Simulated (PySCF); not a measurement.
Computed shifts of a molecule C3H6FNSi, PySCF with PBE/pcSseg-1, GIAO, gas phase, atoms alike by connectivity averaged where their shifts nearly agree, in ppm (number of nuclei): ¹⁹F: -175.5 (1). ²⁹Si: -34.1 (1). ¹⁵N: 143.7 (1). ¹³C: 152.5 (1), 115.9 (1), 66.7 (1). ¹H: 7.15 (1), 5.97 (1), 5.50 (1), 5.27 (1), 5.22 (1), 5.03 (1). References: ¹⁹F against CFCl3 (σ = 133.6 ppm); ²⁹Si against TMS (σ = 335.4 ppm); ¹⁵N against NH3 (σ = 267.0 ppm); ¹³C against TMS (σ = 182.0 ppm); ¹H against TMS (σ = 31.49 ppm), references at their B3LYP-D3(BJ)/def2-TZVP geometries, non-relativistic. The structure is a stationary point at PBE-D3(BJ)/def2-SVP. One conformer was computed; it need not be the lowest.

**Question.** Which structure fits?
A) CC1=NC[Si@H]1F
B) C[Si@]1(F)C=NC1
C) F[Si@H]1C=CCN1
D) F[SiH2]N1C=CC1

**Answer.** D, F[SiH2]N1C=CC1
